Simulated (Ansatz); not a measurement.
Geometry optimisation, RKS PBE-D4/def2-SVP (Ansatz 0.2.0).

Input file:

```yaml
crystal:
  periodic: [false, false, false]
  atoms:
    - { symbol: Si, position_ang: [-0.5073, 0.8898, -0.0543] }
    - { symbol: H, position_ang: [-1.4306, -0.7441, -0.1947] }
    - { symbol: Cl, position_ang: [-1.1723, 1.1788, -1.9369] }
    - { symbol: Cl, position_ang: [-1.6609, 1.1424, 1.5824] }
    - { symbol: Cl, position_ang: [0.8312, 2.4562, 0.1485] }
    - { symbol: H, position_ang: [-0.5039, -1.0317, -0.0715] }
    - { symbol: C, position_ang: [0.8713, -0.7752, 0.1039] }
    - { symbol: H, position_ang: [1.8818, -0.3624, 0.2239] }
    - { symbol: H, position_ang: [0.9527, -1.3749, -0.8036] }
    - { symbol: H, position_ang: [0.738, -1.379, 1.0022] }
basis:
  gaussian: { orbitals: def2-SVP }
hamiltonian:
  xc: pbe
  dispersion: d4
relax:
  f_tol: 0.15
  max_steps: 25
  restrain:
    - { distance: [0, 6], at: 1.87, k: 30.0 }
    - { distance: [5, 1], at: 0.62, k: 30.0 }
    - { distance: [0, 1], at: 2.72, k: 30.0 }
    - { distance: [5, 6], at: 2.37, k: 30.0 }
```

Command:

```bash
$ ansatz run input.yaml --threads 2 --pin off --max-ram 3072MiB --backend cpu --events-out ev --progress --plain --runs-dir out
```

Where does it end, and by what steps?

The forces met the threshold. The restraints hold the end off the free minimum. After 6 steps the energy has fallen by 2.547 eV (the restraints' own energy left out); H6 moved furthest, 0.87 Å. Joined: H2–H6.

```csv
step,energy less start (eV),largest force component (eV/Å),accepted
0,0.0000,3.331,yes
1,-1.0030,2.768,yes
2,-1.1632,5.094,yes
3,-1.7888,4.440,yes
4,-2.2788,2.917,yes
5,-2.4906,2.838,yes
6,-2.5473,2.247,yes
```

```xyz
10
Properties=species:S:1:pos:R:3
Si -0.108 0.980 0.002
H -1.745 -1.183 -0.293
Cl -1.062 1.135 -1.831
Cl -1.519 1.089 1.516
Cl 1.082 2.677 0.186
H -1.179 -1.575 -0.150
C 0.955 -0.556 0.123
H 2.012 -0.233 0.211
H 0.863 -1.183 -0.784
H 0.701 -1.150 1.021
```

Whether the end is a true minimum wasn't checked by a vibrational analysis.

Time of the run: 19 s on 2 threads of Arm Neoverse V1, with other jobs on the host, peak memory 0.16 GiB.
